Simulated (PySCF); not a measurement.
Two-photon absorption: SMILES BrC1=CC2(C=C1)CCC2, C$_{8}$H$_{9}$Br

Geometry (Å), atoms numbered from 1 in this order:
```xyz
18

Br    3.194   -0.237   -0.094
C     1.361   -0.046   -0.427
C     0.376   -0.869   -0.018
C    -0.925   -0.326   -0.514
C    -0.524    0.916   -1.256
C     0.812    1.072   -1.201
C    -1.896   -1.246   -1.320
C    -3.082   -0.567   -0.617
C    -2.109   -0.105    0.479
H     0.482   -1.779    0.572
H    -1.235    1.576   -1.757
H     1.411    1.870   -1.639
H    -1.781   -2.292   -1.000
H    -1.826   -1.201   -2.416
H    -3.477    0.279   -1.199
H    -3.929   -1.201   -0.315
H    -2.053   -0.833    1.303
H    -2.218    0.903    0.904
```

Theory: TDDFT CAM-B3LYP/aug-cc-pVDZ excited states, vertical, gas phase (PySCF 2.14.0). Geometry: PBE0-D3(BJ)/def2-SVP.

The calculation is non-relativistic, which matters for the atoms heavier than Zn.

Q: How strongly do the lowest singlets absorb one photon, and two photons of half the energy?

A: δ for parallel linear polarisation; σ at the peak of a Lorentzian of half width 0.1 eV, single beam; Ω is circular over linear.
| state | E (eV) | f | photon λ (nm) | δ (au) | σ (GM) | Ω | main |
| --- | --- | --- | --- | --- | --- | --- | --- |
| S1 | 4.64 | 0.036 | 535 | 22.8 | 0.18 | 0.53 | HOMO→LUMO 0.95 |
| S2 | 5.55 | 0.000 | 447 | 28.4 | 0.32 | 1.50 | HOMO→LUMO+5 0.39, HOMO→LUMO+1 0.23 |
| S3 | 5.84 | 0.006 | 425 | 94.9 | 1.19 | 1.50 | HOMO→LUMO+1 0.32, HOMO→LUMO+3 0.31 |
| S4 | 6.10 | 0.210 | 407 | 76.7 | 1.04 | 1.46 | HOMO−1→LUMO 0.85 |
| S5 | 6.15 | 0.007 | 403 | 13.6 | 0.19 | 1.50 | HOMO→LUMO+2 0.67, HOMO→LUMO+3 0.18 |
| S6 | 6.29 | 0.003 | 395 | 0.14 | 0.00 | 1.50 | HOMO−2→LUMO 0.87 |

Among these, the strongest one-photon state is S4, the strongest two-photon state S3, with a dipole change of 3.0 D (relaxed, norm of the difference vector).
